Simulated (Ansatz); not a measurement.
```xyz
9

C     0.0000   -0.4477   -0.3818
C     0.0000   -0.4693    1.2492
O     0.0000    0.9970   -0.8434
H    -0.9603   -1.0385   -0.7884
H     0.9603   -1.0385   -0.7884
H     0.0000   -1.5841    1.6604
H     0.9608    0.0891    1.6705
H    -0.9608    0.0891    1.6705
H     0.0000    1.0088   -1.8818
```

Basis set: 6-31G* (spherical functions). Correlated methods keep 3 orbitals frozen. Charge 0, multiplicity 1.

Computed with Ansatz (development build ahead of 0.2.0); each method stands on the lowest determinant of its kind that the runs found. Restricted open shells among the atoms or ions are ROHF, correlated in semicanonical orbitals with singles.

Problem. Give the atomization energy at this shape (free ground-state atoms in the same class of orbitals less the molecule, no zero-point energy) of singlet C2H6O by RHF-MP2, RHF.

Solution.

| method | atomization energy |
| --- | --- |
| RHF-MP2 | 31.02 eV |
| RHF | 24.40 eV |

Caution: no unrestricted run beside it, a lower state can exist; the shape is not the minimum.
